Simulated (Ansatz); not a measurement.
Wavefunction ladder for CH₅Cl₂FNSi₂ (`CN([SiH]Cl)[SiH](F)Cl`) radical

Cartesian coordinates in Å:
```
C 0.532 1.294 -0.030
N 0.018 -0.067 -0.240
Si -1.289 -0.334 -1.331
Cl -3.138 -0.243 -0.416
Si 0.615 -1.338 0.725
F 2.177 -1.515 0.488
Cl 0.415 -0.920 2.710
H 0.340 1.907 -0.913
H 1.612 1.277 0.133
H 0.055 1.769 0.831
H -1.255 0.758 -2.342
H -0.083 -2.587 0.386
```

The species carries charge 0 and has multiplicity 2. All single points use the PBE0-D4/def2-TZVP geometry. It is one conformer, not always the lowest. Frozen core, unrestricted reference, Ansatz. CBS rows extrapolate triple and quadruple zeta; past MP2 they add the triple-zeta difference.

```
     basis      HF (Eh)  MP2 corr.  CCSD corr.       (T)  CCSD(T) total
  def2-SVP            ?   -0.92432    -0.98837  -0.02405              ?
def2-TZVPP  -1691.86161          ?    -1.28317         ?              ?
def2-QZVPP  -1691.91515   -1.32727           –         –              –
 CBS(def2)            ?   -1.40681    -1.47008     as TZ              ?
```

Question: Fill in the withheld values. (Best estimate.)

Answer: Ansatz gave: def2-SVP HF (Eh): -1691.08851; def2-SVP CCSD(T) total: -1692.10093; def2-TZVPP MP2 corr.: -1.21990; def2-TZVPP (T): -0.05098; def2-TZVPP CCSD(T) total: -1693.19576; CBS(def2) HF (Eh): -1691.92253; CBS(def2) CCSD(T) total: -1693.44359.
